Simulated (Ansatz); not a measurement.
```xyz
8

Br   -1.825   -0.518    2.386
Sn   -1.404    1.280    0.563
C     1.410   -0.011   -0.644
N     0.289   -0.188   -0.096
H    -2.370    0.407   -0.648
H     2.122   -0.821   -0.804
H     1.689    0.988   -0.975
H     0.089   -1.137    0.217
```

Total charge 0; spin multiplicity 1. Sn takes the def2 core potential. The bonds changed during the relaxation, so this is another structure than the one it started from.

Q: List the PBE/def2-TZVPP orbital energies in eV (Ansatz 0.2.0). (Best estimate.)

A: Ansatz gave: Occupied: -13087.60, -1680.73, -1515.09, -1515.04, -1515.03, -382.52, -271.68, -227.51, -169.64, -169.50, -169.46, -132.66, -88.69, -88.61, -88.43, -66.31, -66.28, -66.25, -66.15, -66.15, -25.18, -25.07, -24.93, -24.90, -24.83, -24.34, -17.79, -16.97, -14.05, -12.83, -10.96, -10.14, -8.40, -7.15, -6.38, -6.24, -5.19. Lowest empty: -3.23, -1.73, -0.96, -0.06, 0.69, 0.80, 2.10, 2.33.
